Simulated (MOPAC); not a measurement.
A run for MOPAC: AM1 on CH5BSe (SMILES CB[SeH]), a point of a bond scan (R = 1.479 Å).

```
AM1 1SCF PRECISE CHARGE=0 THREADS=1
CH5BSe

B     -0.15281115 1    -0.55344157 1     1.06257556 1
H     -1.13195865 1    -0.58935052 1     1.73549546 1
C      1.16908035 1    -1.26447540 1     1.48164381 1
H      0.91189374 1    -2.70716794 1     1.68460084 1
H      1.49361377 1    -0.88848570 1     2.45849675 1
H      2.00004339 1    -1.16077437 1     0.78257232 1
Se    -0.23400099 1     0.42531987 1    -0.59759198 1
H     -1.63466303 1     0.86493165 1    -0.49316030 1
```

Program output:

```
*******************************************************************************
 **                                                                           **
 **                              MOPAC v23.2.5                                **
 **                                                                           **
 *******************************************************************************
 ** MOPAC's Digital Object Identifier: https://doi.org/10.5281/zenodo.6511958 **
 **                                                                           **
 ** Please cite the open-source release paper for use of this MOPAC version:  **
 ** J. E. Moussa and J. J. P. Stewart (2026)                                  **
 ** MOPAC: An open-source semiempirical molecular orbital program             **
 ** J. Open Source Softw., 11(119), 8025, https://doi.org/10.21105/joss.08025 **
 *******************************************************************************

                              AM1 CALCULATION RESULTS

 *******************************************************************************
 *  AM1        - The AM1 Hamiltonian to be used
 *
 *
 *
 *                 CHARGE ON SYSTEM = 0
 *
 *
 *
 *  PRECISE    - TIGHTER CRITERIA TO BE USED
 *  1SCF       - DO 1 SCF AND THEN STOP
 *  THREADS=1  - MULTI-THREADING NOT USED
 *  T=         - A TIME OF 172800.0 SECONDS REQUESTED
 *  DUMP=N     - RESTART FILE WRITTEN EVERY 7200.0 SECONDS REQUESTED
 *******************************************************************************
AM1 1SCF PRECISE CHARGE=0 THREADS=1
 CH5BSe

   ATOM   CHEMICAL          X               Y               Z
  NUMBER   SYMBOL      (ANGSTROMS)     (ANGSTROMS)     (ANGSTROMS)

     1       B         -0.15281115  *  -0.55344157  *   1.06257556  *
     2       H         -1.13195865  *  -0.58935052  *   1.73549546  *
     3       C          1.16908035  *  -1.26447540  *   1.48164381  *
     4       H          0.91189374  *  -2.70716794  *   1.68460084  *
     5       H          1.49361377  *  -0.88848570  *   2.45849675  *
     6       H          2.00004339  *  -1.16077437  *   0.78257232  *
     7      Se         -0.23400099  *   0.42531987  *  -0.59759198  *
     8       H         -1.63466303  *   0.86493165  *  -0.49316030  *



          CARTESIAN COORDINATES

    NO.       ATOM           X           Y           Z

     1         B         -0.1528     -0.5534      1.0626
     2         H         -1.1320     -0.5894      1.7355
     3         C          1.1691     -1.2645      1.4816
     4         H          0.9119     -2.7072      1.6846
     5         H          1.4936     -0.8885      2.4585
     6         H          2.0000     -1.1608      0.7826
     7        Se         -0.2340      0.4253     -0.5976
     8         H         -1.6347      0.8649     -0.4932

  H: (AM1): M.J.S. DEWAR ET AL, J. AM. CHEM. SOC. 107 3902-3909 (1985)
  B: (AM1): M.J.S. DEWAR ET AL, ORGANOMETALLICS, 7, 513-521 (1988)
  C: (AM1): M.J.S. DEWAR ET AL, J. AM. CHEM. SOC. 107 3902-3909 (1985)
 Se: (AM1): J. J. P. STEWART, J. MOL. MOD., 10, 155-164 (2004)

           Empirical Formula: C H5 B Se  =     8 atoms



      MOLECULAR POINT GROUP   :   C1


      RHF CALCULATION, NO. OF DOUBLY OCCUPIED LEVELS = 9


 -------------------------------------------------------------------------------
 AM1 1SCF PRECISE CHARGE=0 THREADS=1
 CH5BSe



     1SCF WAS SPECIFIED, SO BFGS WAS NOT USED
     SCF FIELD WAS ACHIEVED


                              AM1 CALCULATION
                                                       MOPAC v23.2.5 Linux




          FINAL HEAT OF FORMATION =         41.86023 KCAL/MOL =     175.14321 KJ/MOL


          COSMO AREA              =        108.48 SQUARE ANGSTROMS
          COSMO VOLUME            =         92.69 CUBIC ANGSTROMS

          IONIZATION POTENTIAL    =          8.261313 EV
          HOMO LUMO ENERGIES (EV) =         -8.261  0.117
          NO. OF FILLED LEVELS    =          9
          MOLECULAR WEIGHT        =        106.8205         POINT GROUP:  C1

          MOLECULAR DIMENSIONS (Angstroms)

            Atom       Atom       Distance
            H     8    H     4     4.89770
            H     6    H     2     2.90080
            H     5    H     4     1.90425


          SCF CALCULATIONS        =          1





   ATOM   CHEMICAL          X               Y               Z
  NUMBER   SYMBOL      (ANGSTROMS)     (ANGSTROMS)     (ANGSTROMS)

     1       B         -0.15281115  *  -0.55344157  *   1.06257556  *
     2       H         -1.13195865  *  -0.58935052  *   1.73549546  *
     3       C          1.16908035  *  -1.26447540  *   1.48164381  *
     4       H          0.91189374  *  -2.70716794  *   1.68460084  *
     5       H          1.49361377  *  -0.88848570  *   2.45849675  *
     6       H          2.00004339  *  -1.16077437  *   0.78257232  *
     7      Se         -0.23400099  *   0.42531987  *  -0.59759198  *
     8       H         -1.63466303  *   0.86493165  *  -0.49316030  *

                             CARTESIAN COORDINATES

   1    B       -0.152811150    -0.553441570     1.062575560
   2    H       -1.131958650    -0.589350520     1.735495460
   3    C        1.169080350    -1.264475400     1.481643810
   4    H        0.911893740    -2.707167940     1.684600840
   5    H        1.493613770    -0.888485700     2.458496750
   6    H        2.000043390    -1.160774370     0.782572320
   7   Se       -0.234000990     0.425319870    -0.597591980
   8    H       -1.634663030     0.864931650    -0.493160300


           Empirical Formula: C H5 B Se  =     8 atoms



      MOLECULAR POINT GROUP   :   C1


                  EIGENVALUES
 -29.13874 -21.36687 -17.97895 -14.20251 -12.73410 -12.46133 -11.51206  -9.94150
  -8.26131   0.11654   0.78776   0.95399   2.60318   3.93428   4.76970   4.86493
   5.58329


              NET ATOMIC CHARGES AND DIPOLE CONTRIBUTIONS

  ATOM NO.   TYPE          CHARGE      No. of ELECS.   s-Pop       p-Pop
    1          B           0.127497        2.8725     1.29282     1.57968
    2          H          -0.035503        1.0355     1.03550
    3          C          -0.330848        4.3308     1.28175     3.04910
    4          H           0.099175        0.9008     0.90082
    5          H           0.095458        0.9045     0.90454
    6          H           0.090013        0.9100     0.90999
    7         Se          -0.038820        6.0388     1.95558     4.08324
    8          H          -0.006974        1.0070     1.00697
 DIPOLE           X         Y         Z       TOTAL
 POINT-CHG.     0.324    -0.536     0.396     0.741
 HYBRID        -0.433    -0.159     0.765     0.893
 SUM           -0.109    -0.695     1.161     1.358


          ATOMIC ORBITAL ELECTRON POPULATIONS

     Atom    s        px        py        pz
    1  B   1.29282   0.69947   0.33628   0.54393
    2  H   1.03550
    3  C   1.28175   1.03356   0.99831   1.01723
    4  H   0.90082
    5  H   0.90454
    6  H   0.90999
    7 Se   1.95558   1.09183   1.64572   1.34569
    8  H   1.00697

 **********************
 *                    *
 * JOB ENDED NORMALLY *
 *                    *
 **********************




 == MOPAC DONE ==
```

The run finished.

Cost: about 0.04 core-seconds (a rough figure).
